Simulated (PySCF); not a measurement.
A calculated (TPSSh, PySCF 2.14, aug-cc-pwCVTZ, the non-relativistic Hamiltonian (point nucleus)) atom or ion has these occupied shells.

| shell | electrons | orbital energy (eV) | rms radius, mean of both spins (bohr) |
| --- | --- | --- | --- |
| 1s α | 1 | -1834.4 | 0.129 |
| 1s β | 1 | -1834.2 | 0.129 |
| 2s α | 1 | -179.64 | 0.618 |
| 2s β | 1 | -179.26 | 0.618 |
| 2p α | 3 | -134.69 | 0.599 |
| 2p β | 3 | -134.38 | 0.599 |
| 3s α | 1 | -40.739 | 1.97 |

Problem. Name the element and its charge.

Solution. Si³⁺ (silicon, charge +3), in [Ne] 3s1, 2S determinant.
